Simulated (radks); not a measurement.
Initial-state core-level shifts of the iron ion Fe+ when its valence configuration changes from [Ar] 3d6 4s1. Calculated with a radial shooting solver on a logarithmic mesh with Libxc functionals: scalar-relativistic Kohn-Sham, PBE, spin-unpolarised, spherical densities, finite nucleus; Fermi nuclear charge, rms radius 3.7377 fm. Shifts are changes of the shell-averaged eigenvalues in eV (positive: less bound); the change of the density at the nucleus, which sets a Mossbauer isomer shift, is in e/bohr^3, on a base of 1.521e+04.

| valence | 1s | 2s | 2p | 3p | density at nucleus |
|---|---|---|---|---|---|
| 3d7 | +5.322 | +5.983 | +5.920 | +5.213 | -8.667 |
| 3d4 4s1 4p2 | -17.661 | -19.596 | -19.421 | -16.238 | +8.099 |
| 3d6 4s0.5 4p0.5 | -0.756 | -0.714 | -0.716 | -0.754 | -3.635 |
| 3d5.5 4s1.5 | -3.220 | -3.636 | -3.598 | -3.044 | +5.464 |
| 3d5 4s1 4p1 | -8.259 | -9.091 | -9.013 | -7.785 | +3.533 |
| 3d5 4s2 | -6.786 | -7.675 | -7.596 | -6.333 | +11.782 |
| 3d5.5 4s1 4p0.5 | -3.974 | -4.354 | -4.318 | -3.791 | +1.635 |
| 3d6.5 4s0.5 | +2.853 | +3.211 | +3.178 | +2.764 | -4.682 |
| 3d5 4s1.5 4p0.5 | -7.532 | -8.392 | -8.314 | -7.069 | +7.734 |
